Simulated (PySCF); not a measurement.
C7H4N6, SMILES N1=C2N3C(N=CN=C3C=C1)=NC=N2.

The structure is a stationary point at B3LYP-D3(BJ)/def2-SVP.

Computed with PBE/def2-SVP in PySCF.

The molecule is in vacuum.

| Item | Value |
|---|---|
| total energy | -596.55184 hartree |
| point group | Cs |
| highest occupied level | -5.95 eV |
| lowest empty level | -3.71 eV |
| orbital gap | 2.24 eV |
| dipole moment | 2.49 D |
| quadrupole, principal values (traceless, Buckingham form, about the centre of nuclear charge) | -10.35, 4.90, 5.45 D·Å |
| mean static polarisability | 110.2 bohr³ (16.33 Å³) |
| polarisability, principal values | 45.3, 139.3, 145.9 bohr³ |
